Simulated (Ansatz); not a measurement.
A search over several starts for the lowest SCF solution of W(NH)2(OH)2 (WN₂O₂H₄) at the given spin, in a small basis.

```yaml
crystal:
  periodic: [false, false, false]
  atoms:
    - {symbol: N, position_ang: [-0.099615, 0.290523, 1.669968]}
    - {symbol: N, position_ang: [1.518122, -0.031275, -0.759882]}
    - {symbol: O, position_ang: [-1.077853, 1.397091, -0.938807]}
    - {symbol: O, position_ang: [-0.894155, -1.757698, -0.326240]}
    - {symbol: W, position_ang: [-0.110895, -0.020341, -0.071135]}
    - {symbol: H, position_ang: [0.312221, 0.463819, 2.590201]}
    - {symbol: H, position_ang: [2.537243, 0.057276, -0.762264]}
    - {symbol: H, position_ang: [-1.670834, 1.967166, -0.416705]}
    - {symbol: H, position_ang: [-0.514225, -2.366561, -0.985135]}
basis:
  gaussian: {orbitals: def2-SVP, initial_orbitals: start.molden}
hamiltonian: {xc: pbe0, dispersion: d4}
output: {orbitals: {seedname: orbitals}}
```

The file start.molden holds the orbitals of an earlier run on this structure, at another level or in another basis.

```sh
$ ansatz run in.yaml --threads 2 --pin off --events-out ev --progress --plain --max-ram 4352MiB
```

It prints (some lines left out):

```
Functional definition: PBE0
1209 factors; their error is unknown
mean field evaluation 1: about -8954.2507 eV, gradient 7.3e0 eV
mean field evaluation 2: about -8954.3961 eV, gradient 1.8e-1 eV
mean field evaluation 4: about -8954.4589 eV, gradient 4.7e-4 eV
mean field evaluation 8: about -8933.4787 eV, gradient 1.0e2 eV
mean field evaluation 16: about -8954.4588 eV, gradient 1.8e-1 eV
mean field -8954.45890837 eV, -329.0702953324 hartree, gradient 1.0e-5 eV, S^2 0.000000; 1 other end points of the search recorded, 0 dependent functions left out
reference -8954.45896048 eV, -329.0702972475 hartree; 24, 24 occupied and 84, 84 virtual orbitals, 1209 factors
Total energy: -8954.63367440 eV, -329.0767178656 hartree
```

Hardware: 2 threads of AMD EPYC 7R43 on a shared host. Wall time 3 s.

In the def2 sets W takes a core potential; there is no spin–orbit coupling. Another isomer (singlet) lies 1.21 eV lower at PBE0-D4/def2-TZVP; other spin states weren't run for this one.
